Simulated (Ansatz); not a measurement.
`[BH2][Al]([CH3])[CH3]` + `F[SiH2][SeH]` → `B[Se][SiH2]F` + `[CH3][AlH][CH3]`  (cleavage of the B–Al bond)

Calculated with Ansatz (gas phase, PBE0-D4/def2-TZVP geometries, no zero-point term in ΔE). CCSD(T)/CBS adds triple-zeta CCSD(T) − MP2 to the extrapolated MP2 energy (def2 sets, frozen cores). For Se outer-core shells are correlated without core-valence functions, which leaves a few kJ/mol of doubt a bond. Scalar relativity is left out up to krypton. One conformer a species, not always the lowest.

| level | ΔE (kJ/mol) |
| --- | --- |
| SCS-MP2/def2-TZVPP | -123.3 |
| CCSD(T)/def2-TZVPP | -118.4 |
| SCS-MP2/def2-QZVPP | -123.3 |
| HF/CBS(def2) | -110.1 |

What does CCSD(T)/CBS give? (Estimate.)

Ansatz gave: -119.1 kJ/mol. The listed levels differ from it by -4.2, 0.7, -4.2, 9.0 kJ/mol.

Largest T1 diagnostic among the species: 0.013.

The D4 term adds −3.3 kJ/mol with B3LYP and −1.5 kJ/mol with PBE0; it sums over pairs of atoms, weighted by their polarisabilities, and B3LYP, whose exchange is more repulsive, gets the larger term. In def2-TZVPP, CCSD(T) changes the Hartree–Fock value by −7.6 kJ/mol (the triples alone add −3.3 kJ/mol) and MP2 by −18.4 kJ/mol.

B3LYP here is the variant with VWN-RPA as its local correlation; programs differ in this.
